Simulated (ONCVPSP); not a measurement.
**Which change was made? (C, ONCV)**

* Element: C (Z = 6)
* Generator: ONCVPSP 4.0.1
* Type: optimised norm-conserving Vanderbilt (ONCV)
* Functional: LDA (Perdew-Zunger)
* Relativity: scalar-relativistic
* Frozen core: [He]
* Valence charge: 4
* Reference configuration: 2s2 2p1 (charge +1)
* Partial waves: 2s: rc 1.25 bohr, ncon 5, nbas 8, qcut 6.2 1/bohr, 1 projector; 2p: rc 1.10 bohr, ncon 3, nbas 7, qcut 8.6 1/bohr, local; d scattering state at 0.4 Ha: rc 1.10 bohr, ncon 4, nbas 8, qcut 7.4 1/bohr, 3 projectors, debl 1.7 Ha
* Local potential: the p channel
* Core correction: polynomial model core, fcfact 0.7

Cutoffs, loose and tight: the cutoffs (Ha) at which the residual kinetic energy of the hardest occupied pseudo-wave falls to 1 and 0.1 mHa per electron. They do not see the model core or the augmentation charge, which bear on the density cutoff. Test errors are all-electron minus pseudo excitation energies from the reference, over the configurations 2s2 2p2; 2s2 2p0; 2s1 2p0; 2s2 2p1.5; variants that change the core or the reference have their own tests.

The base gives: outcome: generated; cutoff, loose: 29 Ha; cutoff, tight: 79 Ha; bound ghosts: none; GHOST(+) flags above zero: d; largest test error (meV): +87.

After one change the result is: outcome: generated; cutoff, loose: 29 Ha; cutoff, tight: 79 Ha; bound ghosts: d; GHOST(+) flags above zero: none; largest test error (meV): +89. Which change was it?
A. s: rc 1.76
B. d: rc 0.94
C. p: nproj 1; local potential polynomial inside 0.90 bohr (lpopt 5, dvloc0 1 Ha)

C. The others give: d: rc 0.94 → outcome: failed: test_data: rc < rc(lloc) for l = 2. Not allowed. | s: rc 1.76 → outcome: generated; cutoff, loose: 29 Ha; cutoff, tight: 37 Ha; bound ghosts: none; GHOST(+) flags above zero: d; largest test error (meV): +67.
